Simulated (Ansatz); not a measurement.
Molecule: CH₇AlN₂O, net charge 0, singlet state. SMILES: C[O][Al]([NH2])[NH2]
Structure (B3LYP-D3(BJ)/def2-TZVP (Ansatz, a first-principles code) minimum search):
```xyz
12

C      2.3652     0.0674    -0.1517
O      1.1197    -0.5434     0.0487
Al    -0.4942    -0.0398     0.0373
N     -1.7279    -1.2647     0.3492
N     -0.9192     1.6508    -0.2767
H      2.9651     0.0172     0.7628
H      2.9152    -0.4494    -0.9446
H      2.2785     1.1231    -0.4384
H     -2.7210    -1.1044     0.3786
H     -1.5218    -2.2344     0.5263
H     -0.2544     2.3874    -0.4484
H     -1.8563     2.0184    -0.3081
```

PBE beside other levels, property by property. Valence correlation only, unless marked. Open shells are spin-unrestricted. Spin-orbit coupling is left out. Non-relativistic. CBS marks a two-point X^-3 extrapolation of the correlation energy; Hartree-Fock from the larger set. [CCSD(T)-MP2]/basis is that difference in the basis named. Atomisation energies are electronic, to ground-state atoms; the column to compare with has the core term from cc-pwCVTZ added, other frozen-core levels have none. Vertical energies are electronic, to the SCF solution reached for that spin. The coupled-cluster column (Ansatz) is a level with limits of its own: (a) RI-MP2/CBS(aug-cc-pV(T+d)Z,aug-cc-pV(Q+d)Z)+[CCSD(T)-MP2]/aug-cc-pV(T+d)Z; (b) CCSD(T)/CBS(aug-cc-pV(T+d)Z,aug-cc-pV(Q+d)Z).

| property | PBE/def2-TZVPD (Ansatz) | SVWN5/def2-TZVPD (Ansatz) | B3LYP-D3(BJ)/def2-TZVPD (Ansatz + dftd3) | CCSD(T)/aug-cc-pV(D+d)Z (Ansatz) | coupled cluster |
|---|---|---|---|---|---|
| vertical ionisation energy to the doublet (eV) | 8.56 | 8.77 | 9.00 | 9.40 | 9.66 (a) |
| atomisation energy (kcal/mol) | 1065.5 | 1202.1 | 1057.1 | 973.4 | 1059.8 (b) |

As the rows show:
- vertical ionisation energy to the doublet: PBE lies 1.10 eV below coupled cluster.
- atomisation energy: PBE lies 5.7 kcal/mol above coupled cluster.
